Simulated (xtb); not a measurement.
CH8FNSi2, SMILES C(N)[SiH2][SiH2]F. All values are semi-empirical tight-binding results from xtb (GFN2-xTB unless named), good for trends rather than for accurate numbers. The structure is a stationary point at GFN2-xTB. This is a generated structure with no PubChem entry under its InChIKey; it may be hypothetical. One conformer was computed; it need not be the lowest.

The geometry has at least one imaginary mode, so it is a saddle point at that level.

Problem. Estimate the properties. (An estimate is asked for; the answer gives what the named calculation found.)

Solution. 
| Property | Value |
|---|---|
| orbital gap | 3.71 eV |
| dipole moment | 2.25 D |
| static polarisability (D4 model) | 81.7 bohr³ |
| solvation energy, GFN2-xTB/ALPB(water) | -3.0 kcal/mol |
| solvation energy, GFN2-xTB/ALPB(thf) | -5.2 kcal/mol |
